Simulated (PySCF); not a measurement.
# Peak assignment

Bonds (- single, = double, # triple, : aromatic): C1-C2 1.500 Å, C2-Si3 1.899 Å, C2=C4 1.327 Å, C4-C5 1.493 Å, C5-F6 1.374 Å. C1 carries H7, H8, H9; Si3 carries H10, H11, H12; C4 carries H13; C5 carries H14, H15. Stereochemistry as in C/C([SiH3])=C/CF.

Computed data (PySCF 2.14.0 with density-fitted response routines): GFN2-xTB structure, σ from GIAO-PBE0/pcSseg-1. No relativistic terms, a single conformation, no solvent, fast rotation and ring inversion assumed for equivalent nuclei.

δ = σ(ref) − σ, references computed at the same level: TMS for ¹³C (σref 186.93), ¹H (σref 31.72).

Question: Assign these signals to the numbered atoms. ¹³C{¹H} NMR (computed): δ 143.4 (CH), 134.6 (C), 89.1 (CH2), 31.2 (CH3).

Answer: 
```tsv
δ (ppm)	atoms	environment	reason
143.4	C4	alkene CH	as expected for a trigonal carbon in a double bond
134.6	C2	fully substituted alkene carbon	an sp2 carbon of a C=C bond
89.1	C5	allylic sp3 CH2 bonded to F	pulled downfield by the heteroatom
31.2	C1	allylic methyl carbon	a saturated carbon with 1 carbon neighbour and no heteroatom attached
```

Question: Assign these signals to the numbered atoms. ¹H NMR (400 MHz, computed): δ 6.12 (m, 1H), 5.45 (m, 2H), 4.17 (s, 3H), 2.08 (s, 3H).

Answer: 
```tsv
δ (ppm)	atoms	environment	reason
6.12	H13	hydrogen on an alkene CH	a vinylic proton, deshielded by the sp2 carbon and the C=C anisotropy
5.45	H14/H15	hydrogen on an allylic sp3 CH2 bonded to F	its carbon carries F, hence the downfield position
4.17	H10/H11/H12	hydrogen on a silicon bonded to C	–
2.08	H7/H8/H9	hydrogen on an allylic methyl carbon	allylic position
```

Splittings by ¹⁹F in the carbon and heteronuclear signals aren't shown, as no couplings were computed. Shifts are as computed. Against solution values, carbons near 30 ppm lie about +3 ppm off and those near 130 ppm about +5 ppm. Of 1211 compounds with measured shifts, 218 miss one by over three times the rms of a fit or turn the order of signals round; such compounds aren't used in these exercises. No couplings were computed; multiplicities are counted from neighbouring protons, with m where these are inequivalent, close in shift, in a saturated or five-membered ring or joined by F or P, and br s for small geminal =CH2 splittings.
